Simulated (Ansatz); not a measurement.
Basis-set series for `C[O][GeH2][CH3]`. Total charge 0; spin multiplicity 1. The geometry is a stationary point of PBE0-D4/def2-TZVP. It is one conformer, not always the lowest.

```
functional       basis  functions  energy (Eh)  HOMO (eV)  LUMO (eV)
   PBE0-D4    def2-SVP        114  -2232.44178      -7.44       1.03
   PBE0-D4  def2-TZVPP        253  -2232.88646      -7.58       0.73
   ωB97M-V    def2-SVP        114  -2232.67475      -9.81       2.86
   ωB97M-V  def2-TZVPP        253  -2233.12747      -9.97       2.41
```

**Question.** Give the rows for def2-QZVPP. (Estimate.)

**Answer.** Ansatz gave: 
| functional | basis | functions | energy (Eh) | HOMO (eV) | LUMO (eV) |
| --- | --- | --- | --- | --- | --- |
| PBE0-D4 | def2-QZVPP | 500 | -2232.94090 | -7.61 | 0.44 |
| ωB97M-V | def2-QZVPP | 500 | -2233.18064 | -10.00 | 1.75 |

Positive LUMOs are unbound and depend on the basis. Scalar relativity is left out up to krypton.
